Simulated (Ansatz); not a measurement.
Geometry optimisation, RKS PBE0/def2-SVP (Ansatz 0.2.0).

Input file:

```yaml
crystal:
  periodic: [false, false, false]
  atoms:
    - { symbol: B, position_ang: [-1.08157, 0.8894, -0.96994] }
    - { symbol: Ge, position_ang: [0.58489, 0.17831, -0.12109] }
    - { symbol: "N", position_ang: [0.20903, -1.26416, 0.93582] }
    - { symbol: H, position_ang: [-2.12951, 0.4501, -0.70738] }
    - { symbol: H, position_ang: [-1.03359, 1.76315, -1.74044] }
    - { symbol: H, position_ang: [1.41024, 1.21098, 0.64371] }
    - { symbol: H, position_ang: [1.62093, -0.38801, -1.05935] }
    - { symbol: H, position_ang: [0.97853, -1.68701, 1.43578] }
    - { symbol: H, position_ang: [-0.55895, -1.15275, 1.58289] }
basis:
  gaussian: { orbitals: def2-SVP }
hamiltonian:
  xc: pbe0
relax:
  f_tol: 0.015
  max_steps: 40
output:
  orbitals: {}
```

Command:

```bash
$ ansatz run input.yaml --threads 1 --pin off --max-ram 2048MiB --backend cpu --events-out ev --progress --plain --runs-dir out
```

Question: Where does it end, and by what steps?

Answer: The forces met the threshold. After 11 steps the energy has fallen by 0.149 eV; H4 moved furthest, 0.23 Å.

```
step  energy less start (eV)  largest force component (eV/Å)  accepted
   0                  0.0000                           0.965       yes
   1                 -0.1337                           0.301       yes
   2                 -0.1447                           0.093       yes
   3                 -0.1456                           0.077       yes
   4                 -0.1448                           0.198        no
   5                 -0.1476                           0.057       yes
   6                 -0.1481                           0.051       yes
   7                 -0.1460                           0.168        no
   8                 -0.1486                           0.019       yes
   9                 -0.1491                           0.037       yes
  10                 -0.1492                           0.032       yes
  11                 -0.1494                           0.004       yes
```

```xyz
9
Properties=species:S:1:pos:R:3
B -1.075 0.891 -0.978
Ge 0.618 0.130 -0.098
N 0.210 -1.347 0.932
H -2.182 0.626 -0.571
H -0.984 1.666 -1.901
H 1.279 1.296 0.701
H 1.672 -0.340 -1.122
H 1.000 -1.738 1.439
H -0.540 -1.183 1.599
```

The run took 61 s on 1 thread of Intel(R) Xeon(R) Platinum 8488C (Sapphire Rapids), with other jobs on the host, peak memory 0.19 GiB.
